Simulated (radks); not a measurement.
Initial-state core-level shifts of neutral zirconium when its valence configuration changes from [Kr] 4d2 5s2. Calculated with a radial shooting solver on a logarithmic mesh with Libxc functionals: Dirac Kohn-Sham, PBE, spin-unpolarised, spherical densities, finite nucleus; open shells are shared between the two j in proportion to 2j + 1; Fermi nuclear charge, rms radius 4.2694 fm. Shifts are changes of the shell-averaged eigenvalues in eV (positive: less bound); the change of the density at the nucleus, which sets a Mossbauer isomer shift, is in e/bohr^3, on a base of 7.475e+04.

\begin{tabular}{lrrrrr}
valence & 2s & 3s & 3d & 4s & density at nucleus \\ \hline
4d2 5s1 5p1 & -1.228 & -1.237 & -1.234 & -1.238 & -8.335 \\
4d3 5s1 & +2.253 & +2.216 & +2.231 & +2.083 & -10.959 \\
4d2.5 5s1.5 & +1.224 & +1.202 & +1.210 & +1.121 & -5.843 \\
4d1 5s2 5p1 & -4.283 & -4.213 & -4.231 & -3.920 & +5.370 \\
4d3 5p1 & +1.151 & +1.101 & +1.120 & +0.946 & -18.974 \\
4d1.5 5s2 5p0.5 & -2.057 & -2.029 & -2.037 & -1.909 & +2.529 \\
4d4 & +3.739 & +3.688 & +3.714 & +3.506 & -19.525 \\
4d1.5 5p2.5 & -4.414 & -4.398 & -4.402 & -4.248 & -16.643 \\
4d3 5s0.5 5p0.5 & +1.692 & +1.649 & +1.666 & +1.504 & -14.847 \\
\end{tabular}
